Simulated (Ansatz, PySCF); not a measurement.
Pulling on the Si1–H2 bond in H2OSi (SMILES O[SiH]) (multiplicity 1 held, fragments rigid). Energies count from the point at 1.545 Å.
Geometry at that point (charge 0, multiplicity 1):
```tsv
atom	x (Å)	y (Å)	z (Å)
Si	-0.3778	-0.3348	0.3944
H	-1.5370	-0.1684	-0.6141
O	0.7828	0.4964	-0.4505
H	0.5644	0.8847	-1.3039
```

Restricted levels (R-, RO-) in cc, def2 and unpolarised 6-31G sets keep to the state of the molecule at rest. Active spaces are followed from a long bond inwards. Levels need not reach the same state.

Cores are frozen in the correlated methods. Rows in 6-31G* carry no dispersion term and start afresh at each structure (6-31G* with six Cartesian d functions). MP2/6-31G* freezes PySCF's default core.

The values were computed with Ansatz (Gaussian basis) for Hartree–Fock, density functionals and correlated methods; PySCF for 6-31G* rows. Values without a source in brackets are computed.

Energies in kcal/mol.

| R (Å) | R-PBE/cc-pV(T+d)Z | R-MP2/6-31G* | R-CCSD(T)/cc-pV(T+d)Z | FIC-MRCISD+Q on CASSCF(2,2)/cc-pV(T+d)Z |
|---|---|---|---|---|
| 1.236 | … | 25.7 | 23.6 | 23.6 |
| 1.391 | 5.4 | 4.8 | 4.3 | 4.3 |
| 1.545 | 0.0 | 0.0 | 0.0 | 0.0 |
| 1.700 | 2.1 | 3.5 | 3.3 | 3.2 |
| 1.855 | 7.9 | 10.8 | 10.1 | 10.0 |
| 2.086 | … | 24.3 | 22.8 | 22.6 |
| 2.318 | … | 38.0 | 35.5 | 35.3 |
| 2.705 | 48.8 | 58.6 | 53.3 | 52.9 |
| 3.091 | 63.0 | 75.5 | 64.9 | 65.0 |
| 3.555 | 75.4 | 90.3 | 69.6 | 72.6 |
| 4.173 | 85.9 | 100.4 | 63.4 | 76.1 |
| 4.946 | 93.1 | 99.0 | 51.7 | 77.0 |

Fill in the missing entries.


- 1.236, R-PBE/cc-pV(T+d)Z: 25.5
- 2.318, R-PBE/cc-pV(T+d)Z: 31.1
- 2.086, R-PBE/cc-pV(T+d)Z: 19.2

Doubts at one or more of the structures used: a restricted determinant that unrestricted orbitals would lower (R-PBE/cc-pV(T+d)Z, R-MP2/6-31G*, R-CCSD(T)/cc-pV(T+d)Z); T1 above 0.05 (R-CCSD(T)/cc-pV(T+d)Z); other coupled-cluster roots lie near (R-CCSD(T)/cc-pV(T+d)Z).

Ansatz is a first-principles code.
